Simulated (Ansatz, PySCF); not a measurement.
F4Se, SMILES F[Se-](F)(F)F, charge -1, multiplicity 2. Atoms are numbered in the order given.

```xyz
5

Se     0.2610    -0.2803     0.0000
F      0.1848    -0.2042     1.8866
F      0.1849    -0.2042    -1.8866
F      0.0934     1.5916     0.0000
F     -1.6109    -0.1128     0.0000
```
Charge -1, spin multiplicity 2.

The structure is a stationary point at TPSSh-D3(BJ)/def2-SVPD.

Two levels are set side by side: PBE-D3(BJ)/def2-SVPD (Ansatz, a program for electronic structure) and TPSSh-D3(BJ)/def2-SVPD (PySCF). Each level has its own optimised geometry; the coordinates shown are those of the second. Frequencies come from the Hessian of PySCF at each geometry. Differences are taken from unrounded values.

| quantity | TPSSh-D3(BJ) | PBE-D3(BJ) | PBE-D3(BJ) minus TPSSh-D3(BJ) |
|---|---|---|---|
| mean bond length (Å) | 1.885 | 1.913 | 0.029 |
| bond Se1–F2 (Å) | 1.890 | 1.916 | 0.027 |
| bond Se1–F3 (Å) | 1.890 | 1.916 | 0.027 |
| bond Se1–F4 (Å) | 1.879 | 1.910 | 0.031 |
| bond Se1–F5 (Å) | 1.879 | 1.910 | 0.031 |
| highest harmonic wavenumber (cm⁻¹) | 559 | 524 | -35 |
| mean harmonic wavenumber (cm⁻¹) | 327 | 302 | -25 |
| zero-point energy (kcal/mol) | 4.20 | 3.89 | -0.32 |

GGA bonds tend to be longer and softer than those of functionals with exact exchange. Differences between two approximate levels are no errors against the true value.
